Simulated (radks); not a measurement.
All-electron atom: neutral tungsten in [Xe] 4f14 5d(up 2, down 2) 6s(up 1, down 1) (spins set by hand, not the high-spin state). Calculated with a radial shooting solver on a logarithmic mesh with Libxc functionals: scalar-relativistic Kohn-Sham, PBEsol, spin-polarised, spherical densities, finite nucleus; Fermi nuclear charge, rms radius 5.3658 fm.

Unscreened Slater integrals over Kohn-Sham orbitals (eV). They are taken over the spin-up orbitals.

\begin{tabular}{lr}
integral & value \\ \hline
F0(5d,5d) & 12.040 \\
F2(5d,5d) & 5.9715 \\
F4(5d,5d) & 3.8542 \\
F0(5d,6s) & 9.0040 \\
G2(5d,6s) & 2.7085 \\
F0(5d,4f) & 16.086 \\
F2(5d,4f) & 3.3940 \\
F4(5d,4f) & 1.5529 \\
G1(5d,4f) & 1.2852 \\
G3(5d,4f) & 1.1029 \\
G5(5d,4f) & 0.85504 \\
F0(5d,5p) & 14.571 \\
F2(5d,5p) & 6.6439 \\
G1(5d,5p) & 7.6464 \\
G3(5d,5p) & 4.6724 \\
F0(6s,6s) & 7.7725 \\
F0(6s,4f) & 10.261 \\
G3(6s,4f) & 0.27029 \\
F0(6s,5p) & 9.7794 \\
G1(6s,5p) & 0.68467 \\
F0(4f,4f) & 41.354 \\
F2(4f,4f) & 19.949 \\
F4(4f,4f) & 12.577 \\
F6(4f,4f) & 9.0656 \\
F0(4f,5p) & 24.038 \\
F2(4f,5p) & 7.6626 \\
G2(4f,5p) & 3.4033 \\
G4(4f,5p) & 2.7367 \\
F0(5p,5p) & 19.622 \\
F2(5p,5p) & 10.548 \\
\end{tabular}

Derived for the open shells (J is the average intra-shell exchange parameter used in DFT+U). 5d: Racah B = F2/49 - 5 F4/441 = 0.07817 eV, C = 35 F4/441 = 0.3059 eV, C/B = 3.91, F4/F2 = 0.645, J = (F2 + F4)/14 = 0.7018 eV.
